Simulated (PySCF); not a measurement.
Record of a relaxation.

Compound: C2H8O2SeSi.
Numbering: `[CH3:1][O:2][SiH2:3][Se@:4]([CH3:5])=[O:6]` (hydrogens: H7, H8, H9 on C1; H10, H11 on Si3; H12, H13, H14 on C5)

Method: PBE0-D3(BJ)/def2-SVP geometry optimisation, gas phase in PySCF 2.14.0; density fitting, grid level 1; the optimiser is geomeTRIC in internal coordinates, started from a GFN2-xTB structure with every atom displaced at random (about 0.01 Å). The frame can shift and turn from step to step; on so coarse a grid that alone can change the energy by a few meV, and forces under 0.02 eV/Å are noise.

Step 0: E = -79491.4037 eV, largest atomic force 2.945 eV/Å
```
atom  x, y, z in Å  |  force x, y, z in eV/Å
C1     -2.412    0.526    0.685   -0.322   1.692   0.279
O2     -1.094    0.151    0.637    0.116   0.727   0.837
Si3    -0.419   -0.968   -0.298    1.497  -0.654  -0.043
Se4     1.788   -0.889    0.565   -1.346   1.494   1.233
C5      2.267    0.807   -0.283   -0.835   0.577   1.026
O6      2.494   -2.000   -0.340    1.422  -2.075  -1.531
H7     -2.904    0.100    1.551   -0.389  -0.245   0.570
H8     -2.454    1.643    0.765   -0.183  -0.560   0.036
H9     -2.964    0.247   -0.199   -0.523  -0.249  -0.740
H10    -0.941   -2.321   -0.114   -0.191  -0.536   0.153
H11    -0.455   -0.635   -1.712    0.033   0.208  -0.796
H12     2.192    0.693   -1.344   -0.079  -0.180  -1.039
H13     1.601    1.621    0.081    0.259  -0.309  -0.126
H14     3.292    1.009   -0.001    0.540   0.108   0.142
```

Step 1: E = -79491.6695 eV, largest atomic force 0.871 eV/Å
```
atom  x, y, z in Å  |  force x, y, z in eV/Å
C1     -2.462    0.631    0.741    0.107  -0.294  -0.056
O2     -1.109    0.237    0.691   -0.046   0.045  -0.070
Si3    -0.370   -0.927   -0.238   -0.092   0.019   0.067
Se4     1.869   -0.998    0.487    0.314  -0.512  -0.319
C5      2.272    0.734   -0.338    0.177  -0.034  -0.173
O6      2.547   -2.163   -0.517   -0.476   0.622   0.381
H7     -2.970    0.151    1.597    0.026   0.000  -0.054
H8     -2.520    1.718    0.881    0.042   0.090  -0.009
H9     -3.018    0.369   -0.179    0.066   0.046   0.067
H10    -0.925   -2.291    0.004   -0.003   0.021  -0.057
H11    -0.389   -0.572   -1.693    0.007  -0.073   0.065
H12     2.175    0.621   -1.432   -0.018   0.008   0.179
H13     1.587    1.494    0.059   -0.040   0.052   0.005
H14     3.314    0.978   -0.082   -0.066   0.010  -0.026
```

Step 2: E = -79491.6964 eV, largest atomic force 0.188 eV/Å
```
atom  x, y, z in Å  |  force x, y, z in eV/Å
C1     -2.443    0.624    0.729    0.054  -0.035  -0.016
O2     -1.096    0.229    0.702    0.002   0.032  -0.007
Si3    -0.368   -0.942   -0.218    0.021  -0.015   0.050
Se4     1.869   -0.995    0.493    0.098  -0.090  -0.081
C5      2.264    0.744   -0.330    0.013   0.042   0.025
O6      2.491   -2.130   -0.551   -0.138   0.113   0.058
H7     -2.973    0.137    1.564   -0.013  -0.004  -0.011
H8     -2.491    1.714    0.878   -0.025  -0.006   0.006
H9     -2.976    0.382   -0.207   -0.008   0.020  -0.007
H10    -0.923   -2.305    0.023   -0.002  -0.002  -0.017
H11    -0.386   -0.603   -1.672    0.012  -0.041  -0.003
H12     2.135    0.635   -1.415   -0.019  -0.022   0.015
H13     1.590    1.507    0.086    0.008   0.009  -0.014
H14     3.311    0.985   -0.101   -0.003  -0.001   0.003
```

Step 3: E = -79491.7059 eV, largest atomic force 0.210 eV/Å
```
atom  x, y, z in Å  |  force x, y, z in eV/Å
C1     -2.436    0.620    0.710   -0.013   0.019  -0.002
O2     -1.090    0.226    0.719   -0.019   0.057   0.004
Si3    -0.358   -0.953   -0.185    0.042  -0.040   0.017
Se4     1.883   -0.991    0.493   -0.036   0.138   0.127
C5      2.261    0.757   -0.321   -0.023   0.032   0.059
O6      2.444   -2.107   -0.593    0.037  -0.144  -0.148
H7     -2.998    0.109    1.510   -0.018  -0.014   0.001
H8     -2.495    1.705    0.888   -0.002  -0.019   0.013
H9     -2.937    0.407   -0.251   -0.007   0.004  -0.030
H10    -0.907   -2.316    0.061    0.008  -0.006   0.019
H11    -0.378   -0.639   -1.644    0.014  -0.008  -0.016
H12     2.092    0.652   -1.400   -0.003  -0.007  -0.037
H13     1.606    1.523    0.120    0.008  -0.008  -0.007
H14     3.316    0.990   -0.126    0.013  -0.003  -0.001
```

Step 4: E = -79491.7139 eV, largest atomic force 0.337 eV/Å
```
atom  x, y, z in Å  |  force x, y, z in eV/Å
C1     -2.440    0.611    0.680   -0.058   0.052   0.007
O2     -1.094    0.224    0.742   -0.004   0.044  -0.009
Si3    -0.344   -0.960   -0.140    0.029  -0.058  -0.013
Se4     1.903   -0.982    0.496   -0.074   0.223   0.201
C5      2.263    0.774   -0.312   -0.029   0.000   0.049
O6      2.394   -2.086   -0.635    0.096  -0.238  -0.219
H7     -3.043    0.058    1.420   -0.015  -0.015  -0.002
H8     -2.516    1.686    0.911   -0.001  -0.022   0.015
H9     -2.886    0.449   -0.317    0.002  -0.001  -0.028
H10    -0.878   -2.327    0.124    0.019  -0.003   0.045
H11    -0.365   -0.679   -1.605    0.010   0.024  -0.007
H12     2.050    0.675   -1.383    0.007   0.007  -0.041
H13     1.631    1.542    0.158    0.003  -0.012   0.003
H14     3.327    0.997   -0.157    0.014   0.000  -0.002
```

Step 5: E = -79491.7248 eV, largest atomic force 0.302 eV/Å
```
atom  x, y, z in Å  |  force x, y, z in eV/Å
C1     -2.454    0.597    0.622   -0.081   0.054   0.012
O2     -1.112    0.224    0.780    0.016   0.026  -0.016
Si3    -0.320   -0.969   -0.057   -0.006  -0.079  -0.052
Se4     1.939   -0.964    0.502   -0.056   0.204   0.177
C5      2.272    0.801   -0.300   -0.017  -0.045   0.009
O6      2.308   -2.060   -0.689    0.089  -0.219  -0.188
H7     -3.121   -0.045    1.224   -0.006  -0.011  -0.007
H8     -2.579    1.636    0.963    0.006  -0.018   0.016
H9     -2.787    0.547   -0.431    0.015  -0.001  -0.014
H10    -0.817   -2.340    0.251    0.026   0.008   0.065
H11    -0.344   -0.741   -1.531   -0.005   0.061   0.009
H12     1.989    0.716   -1.357    0.013   0.025  -0.026
H13     1.680    1.572    0.216   -0.002  -0.013   0.015
H14     3.346    1.008   -0.212    0.009   0.009   0.002
```

Step 6: E = -79491.7303 eV, largest atomic force 0.103 eV/Å
```
atom  x, y, z in Å  |  force x, y, z in eV/Å
C1     -2.463    0.592    0.586   -0.042   0.031  -0.004
O2     -1.127    0.223    0.805    0.014   0.004  -0.003
Si3    -0.310   -0.972   -0.006   -0.025  -0.062  -0.059
Se4     1.959   -0.955    0.501   -0.023   0.083   0.058
C5      2.281    0.812   -0.299   -0.001  -0.057  -0.026
O6      2.256   -2.058   -0.714    0.048  -0.068  -0.037
H7     -3.162   -0.110    1.075    0.003  -0.004  -0.007
H8     -2.632    1.592    1.011    0.005  -0.008   0.013
H9     -2.716    0.635   -0.490    0.009   0.001   0.002
H10    -0.776   -2.343    0.346    0.021   0.011   0.044
H11    -0.346   -0.767   -1.482   -0.013   0.050   0.008
H12     1.963    0.741   -1.348    0.009   0.022  -0.007
H13     1.714    1.582    0.243   -0.005  -0.011   0.013
H14     3.360    1.010   -0.246    0.001   0.007   0.004
```

Step 7: E = -79491.7335 eV, largest atomic force 0.089 eV/Å
```
atom  x, y, z in Å  |  force x, y, z in eV/Å
C1     -2.468    0.597    0.583    0.007  -0.005  -0.001
O2     -1.135    0.220    0.809    0.006   0.000  -0.011
Si3    -0.313   -0.974   -0.004   -0.017  -0.008  -0.010
Se4     1.958   -0.951    0.505   -0.005  -0.043  -0.047
C5      2.284    0.807   -0.309    0.009  -0.029  -0.033
O6      2.269   -2.073   -0.694   -0.007   0.056   0.069
H7     -3.174   -0.123    1.033    0.002   0.000  -0.008
H8     -2.642    1.580    1.045    0.002   0.001   0.007
H9     -2.701    0.681   -0.495    0.006   0.007   0.008
H10    -0.768   -2.344    0.365    0.012   0.003   0.005
H11    -0.358   -0.759   -1.478   -0.009   0.007   0.002
H12     1.977    0.735   -1.361    0.002   0.006   0.010
H13     1.711    1.576    0.228   -0.003   0.002   0.004
H14     3.362    1.010   -0.246   -0.005   0.003   0.004
```

Step 8: E = -79491.7349 eV, largest atomic force 0.098 eV/Å
```
atom  x, y, z in Å  |  force x, y, z in eV/Å
C1     -2.467    0.604    0.579    0.024  -0.013   0.004
O2     -1.139    0.213    0.816    0.000  -0.005  -0.014
Si3    -0.315   -0.977    0.001   -0.007   0.017   0.020
Se4     1.955   -0.946    0.513    0.007  -0.064  -0.058
C5      2.282    0.802   -0.318    0.008   0.002  -0.017
O6      2.273   -2.083   -0.670   -0.017   0.066   0.070
H7     -3.185   -0.135    0.977   -0.001   0.002  -0.006
H8     -2.649    1.564    1.085   -0.003   0.004   0.003
H9     -2.674    0.741   -0.499    0.002   0.008   0.005
H10    -0.757   -2.348    0.379   -0.002  -0.003  -0.016
H11    -0.365   -0.757   -1.473   -0.008  -0.013   0.000
H12     1.981    0.724   -1.371   -0.002  -0.007   0.010
H13     1.704    1.573    0.211    0.001   0.006  -0.004
H14     3.358    1.009   -0.250   -0.003   0.001   0.002
```

Step 9: E = -79491.7358 eV, largest atomic force 0.051 eV/Å
```
atom  x, y, z in Å  |  force x, y, z in eV/Å
C1     -2.463    0.614    0.575    0.022  -0.009   0.006
O2     -1.144    0.204    0.827   -0.005  -0.004  -0.011
Si3    -0.318   -0.982    0.008    0.003   0.029   0.037
Se4     1.950   -0.942    0.525    0.008  -0.040  -0.030
C5      2.279    0.795   -0.328   -0.001   0.020   0.002
O6      2.276   -2.093   -0.641   -0.008   0.034   0.029
H7     -3.195   -0.143    0.906   -0.002   0.002  -0.003
H8     -2.656    1.542    1.134   -0.004   0.002   0.000
H9     -2.636    0.817   -0.498   -0.001   0.005   0.000
H10    -0.751   -2.355    0.388   -0.009  -0.006  -0.023
H11    -0.373   -0.758   -1.465   -0.004  -0.019  -0.005
H12     1.983    0.705   -1.382   -0.003  -0.013   0.003
H13     1.697    1.572    0.189    0.004   0.004  -0.007
H14     3.355    1.006   -0.257    0.000  -0.005  -0.001
```

Step 10: E = -79491.7362 eV, largest atomic force 0.034 eV/Å
```
atom  x, y, z in Å  |  force x, y, z in eV/Å
C1     -2.459    0.623    0.574    0.008   0.000   0.003
O2     -1.147    0.198    0.837   -0.003  -0.002  -0.004
Si3    -0.320   -0.985    0.014    0.003   0.020   0.028
Se4     1.948   -0.940    0.533    0.003  -0.009  -0.001
C5      2.277    0.790   -0.335   -0.006   0.018   0.009
O6      2.276   -2.098   -0.623    0.003   0.000  -0.005
H7     -3.201   -0.144    0.858   -0.002   0.001   0.000
H8     -2.661    1.528    1.165   -0.002   0.000  -0.001
H9     -2.608    0.869   -0.493   -0.001   0.002  -0.002
H10    -0.751   -2.360    0.389   -0.008  -0.004  -0.013
H11    -0.377   -0.760   -1.458    0.000  -0.011  -0.005
H12     1.981    0.687   -1.388   -0.001  -0.010  -0.002
H13     1.694    1.572    0.173    0.003   0.001  -0.005
H14     3.352    1.002   -0.265    0.002  -0.005  -0.002
```

Step 11: E = -79491.7364 eV, largest atomic force under 0.02 eV/Å
```
atom  x, y, z in Å  |  force x, y, z in eV/Å
C1     -2.456    0.629    0.575   -0.004   0.004   0.000
O2     -1.148    0.197    0.842    0.002   0.000   0.000
Si3    -0.322   -0.985    0.018   -0.001   0.005   0.010
Se4     1.947   -0.942    0.537    0.000   0.005   0.008
C5      2.275    0.785   -0.339   -0.006   0.007   0.007
O6      2.277   -2.101   -0.617    0.006  -0.011  -0.014
H7     -3.203   -0.139    0.842    0.000   0.000   0.001
H8     -2.661    1.527    1.177    0.001  -0.001   0.000
H9     -2.596    0.891   -0.489    0.000   0.001  -0.001
H10    -0.756   -2.361    0.385   -0.003  -0.001  -0.001
H11    -0.378   -0.761   -1.455    0.001  -0.002  -0.002
H12     1.979    0.675   -1.391    0.001  -0.004  -0.003
H13     1.693    1.571    0.164    0.002  -0.001  -0.002
H14     3.350    0.996   -0.270    0.002  -0.003  -0.002
```

Q: Summarise the path.

A: The energy falls by 32.10 kJ/mol from step 0 to step 11; nine tenths of that is first reached at step 3. It falls at every step. The largest force goes from 2.945 to under 0.02 eV/Å. Among the bonds Se4=O6 changes most, from 1.597 to 1.669 Å; the atoms move by 0.410 Å rms after alignment.

Q: Follow the three bonds and two angles with the largest change from start to end.

A: 
```
step  E above end (kJ/mol)  largest force (eV/Å)  Se4=O6 (Å)  O2–Si3 (Å)  Si3–Se4 (Å)  O2–Si3–Se4 (°)  Si3–Se4–O6 (°)
   0                 32.10                 2.945       1.597       1.608        2.371            99.0           100.5
   1                  6.45                 0.871       1.680       1.662        2.355           105.7           102.7
   2                  3.86                 0.188       1.663       1.658        2.348           105.4           100.5
   3                  2.94                 0.210       1.655       1.656        2.341           106.0            98.4
   4                  2.17                 0.337       1.654       1.657        2.335           107.3            96.0
   5                  1.12                 0.302       1.660       1.658        2.327           109.9            92.4
   6                  0.59                 0.103       1.668       1.660        2.325           111.6            90.6
   7                  0.28                 0.089       1.672       1.661        2.328           111.6            91.1
   8                  0.14                 0.098       1.672       1.661        2.327           111.5            91.2
   9                  0.06                 0.051       1.671       1.661        2.327           111.3            91.3
  10                  0.02                 0.034       1.669       1.661        2.327           111.2            91.4
  11                  0.00            under 0.02       1.669       1.661        2.328           111.2            91.5
```

The cost below is that of the whole optimisation. Hardware: one thread of an Arm Neoverse V1, no GPU, shared host with 64 logical CPUs at a one-minute load of 28. Cost: 2.1 min, 0.56 GiB resident at most.
